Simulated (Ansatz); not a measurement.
```yaml
crystal:
  periodic: [false, false, false]
  atoms:
    - {symbol: C, position_ang: [-0.795381, -1.980879, 1.642833]}
    - {symbol: C, position_ang: [-0.359951, -0.943376, 0.738511]}
    - {symbol: N, position_ang: [-0.014467, -0.117671, 0.020708]}
    - {symbol: Cu, position_ang: [0.531373, 1.213675, -1.108422]}
    - {symbol: N, position_ang: [1.105800, 2.449556, -2.312547]}
    - {symbol: H, position_ang: [-0.435002, -1.770504, 2.651370]}
    - {symbol: H, position_ang: [-1.885827, -2.025000, 1.657348]}
    - {symbol: H, position_ang: [-0.404626, -2.947076, 1.318784]}
    - {symbol: H, position_ang: [0.387314, 3.093174, -2.624915]}
    - {symbol: H, position_ang: [1.870777, 3.028103, -1.983660]}
basis:
  gaussian: {orbitals: def2-SVP}
total_charge: -1
magnetization: {spin_polarized: false, initial_magnetization: 1}
hamiltonian: {xc: {name: PBEsol}}
```

```sh
$ ansatz run in.yaml --threads 4 --pin off --events-out ev --progress --plain --max-ram 10444MiB
```

Shortened log:

```
Functional definition: PBEsol
1334 factors; their error is unknown
mean field evaluation 1: about -49653.6506 eV, gradient 1.7e2 eV
mean field evaluation 2: about -49438.1618 eV, gradient 2.7e2 eV
mean field evaluation 4: about -49675.6966 eV, gradient 8.2e1 eV
mean field evaluation 8: about -49694.7812 eV, gradient 8.2e0 eV
mean field evaluation 16: about -49694.9998 eV, gradient 3.0e0 eV
mean field evaluation 32: about -49694.9859 eV, gradient 2.0e-5 eV
mean field -49694.98706516 eV, -1826.2570901724 hartree, gradient 3.2e-6 eV, S^2 0.750000; 15 other end points of the search recorded, 0 dependent functions left out
reference -49694.98712660 eV, -1826.2570924305 hartree; 31, 30 occupied and 81, 82 virtual orbitals, 1334 factors
Total energy: -49694.98712660 eV, -1826.2570924305 hartree
```

Hardware: 4 threads of an Intel Xeon 6975P-C on a shared host. Wall time 8 s, peak host memory 0.49 GiB.
